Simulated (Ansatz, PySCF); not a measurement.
C2H7Si (SMILES [CH2][SiH2]C), doublet, at a GFN2-xTB geometry. Base run: PBE0/STO-3G (PySCF).

PySCF was given this input:
```python
from pyscf import gto, scf, dft

mol = gto.Mole()
mol.atom = '''
    C     1.521742    0.610080    0.154806
    Si    0.090752   -0.486665   -0.243658
    C    -1.511879    0.361273    0.314774
    H     2.538626    0.318024   -0.040219
    H     1.413876    1.586748    0.593200
    H     0.027452   -0.747493   -1.692721
    H     0.229928   -1.783053    0.441840
    H    -1.510541    0.547025    1.385012
    H    -2.379465   -0.252284    0.090844
    H    -1.649581    1.316233   -0.184230
'''
mol.basis = 'sto-3g'
mol.charge = 0
mol.spin = 1
mol.verbose = 4
mol.build()

mf = dft.UKS(mol)
mf.xc = 'pbe0'
mf.kernel()
```

The same geometry, method and basis name were run in Ansatz (a quantum-chemistry and plane-wave program) and PySCF, at each program's defaults and at the settings that a row names. The base is PySCF at its defaults. Differences at the defaults can come from grids, fitting, cores and function types together.

| code and settings | ΔE vs base (µEh) | basis functions | E (Eh) | SCF cycles | dipole (D) |
|---|---|---|---|---|---|
| PySCF, defaults (exact integrals, its default grid, spherical functions) | 0.0 | 26 | -365.34833 | 9 | 0.07 |
| Ansatz, defaults (factorised integrals, its default grid, spherical functions) | 0.7 | 26 | -365.34833 | - | - |
| PySCF, density fitting with def2-universal-jkfit | -1182 | 26 | -365.34951 | 9 | 0.07 |
| PySCF, fine grid | -1.7 | 26 | -365.34833 | 9 | 0.07 |
| Ansatz, high accuracy | -1.7 | 26 | -365.34833 | - | - |

Open shells are given as the SCF converged; they aren't shown to be the lowest states, and a large step between rows can be another state.
